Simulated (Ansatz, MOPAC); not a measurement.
Species: KI, net charge 0, singlet state. SMILES: [K][I]

Atoms: K1, I2. Bonds: K1-I2.

Bond lengths (Å) and angles (degrees) optimised at MNDO with MOPAC; HF/STO-3G with Ansatz (a program for electronic structure); HF/3-21G with Ansatz; PBE/LANL2DZ with Ansatz; B3LYP/LANL2DZ with Ansatz; MP2/LANL2DZ with Ansatz, each started from the B3LYP-D3(BJ)/def2-TZVP structure (Ansatz) of the last column. A row stands for all coordinates that are equal there.

```csv
coordinate,MNDO,HF/STO-3G,HF/3-21G,PBE/LANL2DZ,B3LYP/LANL2DZ,MP2/LANL2DZ,B3LYP-D3(BJ)/def2-TZVP
K1-I2,3.109,3.013,3.272,3.208,3.215,3.264,3.092
```

Mean signed difference of all 1 bond lengths from B3LYP-D3(BJ)/def2-TZVP: MNDO 0.017 Å, HF/STO-3G -0.079 Å, HF/3-21G 0.180 Å, PBE/LANL2DZ 0.116 Å, B3LYP/LANL2DZ 0.123 Å, MP2/LANL2DZ 0.171 Å.
